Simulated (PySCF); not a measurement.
CoF: frontier orbitals

PBE0 at R = 1.755 Å; Co def2-TZVPPD, F def2-TZVPPD; no relativity (PySCF 2.14). State: ³Δ (triplet), unpaired electrons σ ↑, δ ↑, a second solution, started from another occupation. Only the outer orbitals are listed, counted within each symmetry.

```csv
spin,orbital,occ.,ε (eV),on Co (%),main shells (%)
α,8σ,1,-10.68,29,"69 F p, 26 Co d"
α,3π,1,-9.69,21,"78 F p, 21 Co d"
α,3π,1,-9.69,21,"78 F p, 21 Co d"
α,1δ,1,-8.49,100,100 Co d
α,1δ,1,-7.31,100,100 Co d
α,9σ,1,-7.05,82,"61 Co d, 21 Co s, 17 F p"
α,4π,1,-6.73,81,"79 Co d, 20 F p"
α,4π,1,-6.73,81,"79 Co d, 20 F p"
α,10σ,0,-2.70,102,"75 Co s, 17 Co p, 10 Co d"
β,8σ,1,-10.30,12,87 F p
β,3π,1,-9.57,12,"88 F p, 12 Co d"
β,3π,1,-9.57,12,"88 F p, 12 Co d"
β,1δ,1,-6.23,100,100 Co d
β,4π,1,-5.75,89,"87 Co d, 11 F p"
β,4π,1,-5.75,89,"87 Co d, 11 F p"
β,9σ,0,-2.72,106,"91 Co s, 12 Co p"
β,10σ,0,-0.21,94,"64 Co d, 31 Co p"
```

Problem. Which are the highest filled and the lowest empty level, where do they sit, and how wide is the gap?

Solution. Highest filled β 4π at -5.75 eV (in %: 87 Co d, 11 F p); lowest empty β 9σ at -2.72 eV (in %: 91 Co s, 12 Co p); the gap at PBE0 is 3.03 eV.

```
bond order (Mayer)                              : 0.61
⟨S²⟩                                            : 2.009
charge on Co (Mulliken, basis-dependent)        : 0.65
charge on Co (Löwdin, basis-dependent)          : 0.53
dipole moment (positive dipole means Co(−)F(+)) : -4.90 D
```

Shares are Mulliken populations and can fall outside 0 to 100 %.
